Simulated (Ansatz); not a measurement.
Molecule: tribromo(ethenyl)germane, C2H3Br3Ge (charge 0, singlet). SMILES: [Br][Ge]([Br])([CH]=C)[Br]
Structure (B3LYP-D3(BJ)/def2-TZVP (Ansatz, a quantum-chemistry and plane-wave program) minimum search):
```xyz
9

C     -2.9964    -0.7739    -0.6588
C     -2.2587     0.0186     0.1053
Ge    -0.3267     0.0316     0.0441
Br     0.4520     2.1378    -0.5214
Br     0.5533    -0.5018     2.1186
Br     0.4613    -1.4921    -1.5097
H     -4.0793    -0.7585    -0.6019
H     -2.5566    -1.4656    -1.3673
H     -2.7047     0.7091     0.8128
```

Property: atomisation energy (electronic, to ground-state atoms), in eV. Cores are frozen in the correlated levels unless marked. UHF or UKS for open shells. Spin-orbit coupling is left out. Frozen are the shells of the preceding noble gas and the d and f shells that filled before the atom's block. Non-relativistic. The coupled-cluster limit lacks core correlation, which all-electron functionals hold. CBS(X,Y): correlation extrapolated as X^-3; Hartree-Fock from the larger set.

| level | program | atomisation energy (eV) |
|---|---|---|
| BLYP-D3(BJ)/def2-TZVPD | Ansatz + dftd3 | ___ |
| revPBE/def2-TZVPD | Ansatz | 31.30 |
| r2SCAN/def2-TZVPD | Ansatz | 32.46 |
| B97M-V/def2-TZVPD | Ansatz | 32.27 |
| B3LYP-D3(BJ)/def2-TZVPD | Ansatz + dftd3 | ___ |
| PBE0/STO-3G | Ansatz | 39.94 |
| PBE0-D3(BJ)/def2-TZVP | Ansatz + dftd3 | 32.52 |
| PBE0/def2-TZVPD | Ansatz | ___ |
| r2SCANh-D4/def2-TZVPD | Ansatz + dftd4 | 32.32 |
| B2GP-PLYP/def2-TZVPD | Ansatz | ___ |
| B2PLYP-D3(BJ)/def2-TZVPD | Ansatz + dftd3 | 31.88 |
| CCSD/6-31G | Ansatz | 26.34 |
| CCSD/aug-cc-pVTZ | Ansatz | 30.63 |
| CCSD/aug-cc-pVQZ | Ansatz | 31.14 |
| CCSD/cc-pVQZ | Ansatz | 31.04 |
| CCSD(T)/CBS(aug-cc-pVTZ,aug-cc-pVQZ) | Ansatz | 32.26 |

**Question.** Fill in the missing entries.

**Answer.** 
- BLYP-D3(BJ)/def2-TZVPD, atomisation energy (eV): 31.90
- B3LYP-D3(BJ)/def2-TZVPD, atomisation energy (eV): 31.99
- PBE0/def2-TZVPD, atomisation energy (eV): 32.21
- B2GP-PLYP/def2-TZVPD, atomisation energy (eV): 31.57
